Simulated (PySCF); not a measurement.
# How good is the calculation?

Numbering as in the mapped SMILES `[CH3:1][c:2]1[cH:3][cH:4][cH:5][cH:6][cH:7]1`; H(Xn) means a hydrogen on atom n.

Non-relativistic Hamiltonian, one computed conformer, equivalent nuclei averaged, isolated molecule. Geometry from PBE0-D3(BJ)/def2-SVP; J couplings at B3LYP/pcJ-1 (without the spin–dipole term); GIAO PBE0/pcSseg-1 shieldings; PySCF.

Reference values: measured (solution, CD3OD, 298 K; Fulmer et al., Organometallics 2010, 29, 2176).
| atoms | quantity | reference | computed | computed, scaled |
| --- | --- | --- | --- | --- |
| C2 | δ 13C | 138.8 | 142.9 | 138.2 |
| C3/C7 | δ 13C | 129.9 | 134.5 | 130.0 |
| C4/C6 | δ 13C | 129.2 | 133.9 | 129.4 |
| C5 | δ 13C | 126.3 | 130.9 | 126.5 |
| C1 | δ 13C | 21.5 | 23.4 | 22.0 |
| H(C4)/H(C6) | δ 1H | 7.16 | 7.38 | 7.21 |
| H(C1) | δ 1H | 2.32 | 2.39 | 2.48 |

Reference values: measured (solution, TFE-d3, 298 K; Fulmer et al., Organometallics 2010, 29, 2176).
```tsv
atoms	quantity	reference	computed	computed, scaled
C2	δ 13C	139.9	142.9	138.2
C3/C7	δ 13C	130.6	134.5	130.0
C4/C6	δ 13C	129.8	133.9	129.4
C5	δ 13C	126.8	130.9	126.5
C1	δ 13C	21.6	23.4	22.0
H(C1)	δ 1H	2.33	2.39	2.48
```

Reference values: estimated from measurements, as parent shift plus tabulated substituent increment (solution, CCl4; Levy, Lichter, Nelson pp. 111-112; Breitmaier, Voelter pp. 256-258, as tabulated by Wired Chemist).
| atoms | quantity | reference | computed | computed, scaled |
| --- | --- | --- | --- | --- |
| C2 | δ 13C | 137.4 | 142.9 | 138.2 |
| C3/C7 | δ 13C | 129.2 | 134.5 | 130.0 |
| C4/C6 | δ 13C | 128.4 | 133.9 | 129.4 |
| C5 | δ 13C | 125.6 | 130.9 | 126.5 |

Reference values: measured (solution, THF-d8, 298 K; Fulmer et al., Organometallics 2010, 29, 2176).
```tsv
atoms	quantity	reference	computed	computed, scaled
C2	δ 13C	138.2	142.9	138.2
C3/C7	δ 13C	129.5	134.5	130.0
C4/C6	δ 13C	128.7	133.9	129.4
C5	δ 13C	125.8	130.9	126.5
C1	δ 13C	21.3	23.4	22.0
H(C4)/H(C6)	δ 1H	7.19	7.38	7.21
H(C1)	δ 1H	2.31	2.39	2.48
```

Reference values: measured (solution, C6D6, 298 K; Fulmer et al., Organometallics 2010, 29, 2176).
| atoms | quantity | reference | computed | computed, scaled |
| --- | --- | --- | --- | --- |
| C2 | δ 13C | 137.9 | 142.9 | 138.2 |
| C3/C7 | δ 13C | 129.3 | 134.5 | 130.0 |
| C4/C6 | δ 13C | 128.6 | 133.9 | 129.4 |
| C5 | δ 13C | 125.7 | 130.9 | 126.5 |
| C1 | δ 13C | 21.1 | 23.4 | 22.0 |

Reference values: measured (solution, not stated per compound (mostly CDCl3 or CCl4); Pretsch, Buehlmann, Badertscher, Structure Determination of Organic Compounds, 4th ed. (2009)).
```
atoms  quantity  reference  computed  computed, scaled
   C1     δ 13C       21.4      23.4              22.0
H(C1)      δ 1H       2.35      2.39              2.48
```

Computed shifts are σ(ref) − σ with the named reference compound (TMS for H and C) calculated as an isolated molecule at the same level. The measured values may be among those fitted. Scaled to experiment by linear calibration (H and C: mostly CDCl3 data, vs TMS): 1H (scatter 0.21 ppm rms); 13C (scatter 2.0 ppm rms, 2.2 ppm with the 3 outliers that the fit left out). A few per cent of atoms miss by over 2 rms, more outside the fitted compound classes.

Coupling constants in Hz (some tables give magnitudes without signs):
| coupling | reference | computed | source |
| --- | --- | --- | --- |
| 3J(H(C3),H(C4)) | 7.7 | 8.5 | measured; solution (compiled); Pretsch, Buehlmann, Badertscher, Structure Determination of Organic Compounds, 4th ed., Springer 2009 |
| 4J(H(C3),H(C5)) | 1.3 | 0.9 | measured; solution (compiled); Pretsch, Buehlmann, Badertscher, Structure Determination of Organic Compounds, 4th ed., Springer 2009 |
| 5J(H(C3),H(C6)) | 0.6 | 0.6 | measured; solution (compiled); Pretsch, Buehlmann, Badertscher, Structure Determination of Organic Compounds, 4th ed., Springer 2009 |
| 4J(H(C3),H(C7)) | 2.0 | 1.7 | measured; solution (compiled); Pretsch, Buehlmann, Badertscher, Structure Determination of Organic Compounds, 4th ed., Springer 2009 |
| 3J(H(C4),H(C5)) | 7.5 | 8.3 | measured; solution (compiled); Pretsch, Buehlmann, Badertscher, Structure Determination of Organic Compounds, 4th ed., Springer 2009 |
| 4J(H(C4),H(C6)) | 1.5 | 1.1 | measured; solution (compiled); Pretsch, Buehlmann, Badertscher, Structure Determination of Organic Compounds, 4th ed., Springer 2009 |

(1) How far are the unscaled 13C shifts from the references?

(2) How far are the unscaled 1H shifts from the references?

Results:

(1) Mean signed difference +4.22 ppm, mean absolute 4.22 ppm over 25 comparisons; the largest is +5.5 ppm at C2 (substituted aromatic carbon).

(2) Mean signed difference +0.11 ppm, mean absolute 0.11 ppm over 6 comparisons; the largest is +0.22 ppm at H(C4)/H(C6) (hydrogen on an aromatic CH).

37 of the 102 published NMR values on file for this molecule are compared. The rest: values from further sources, protons in aromatic solvents, values whose atom or origin is in doubt.

Unscaled 3J(H,H) at this level run about 9 % above measured values.
